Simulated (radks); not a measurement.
Values are calculated unless marked as measured or tabulated.
Problem. The manganese ion Mn7+ is in [Ar]. Level of theory: scalar-relativistic Kohn-Sham, r2SCAN, spin-polarised, spherical densities, finite nucleus; meta-GGA in the generalised Kohn-Sham scheme; Fermi nuclear charge, rms radius of each element as measured or else 0.836 A^(1/3) + 0.57 fm (a radial shooting solver on a logarithmic mesh with Libxc functionals). Open shells are filled with parallel spins first. One electron is removed from 2s, 2p, 3p, 3s in turn, with full relaxation. Which removal costs least, and what does each cost?

Solution. 3p 196.75 eV; 3s 231.22 eV; 2p 818.67 eV; 2s 929.95 eV. The 3p electron leaves first.
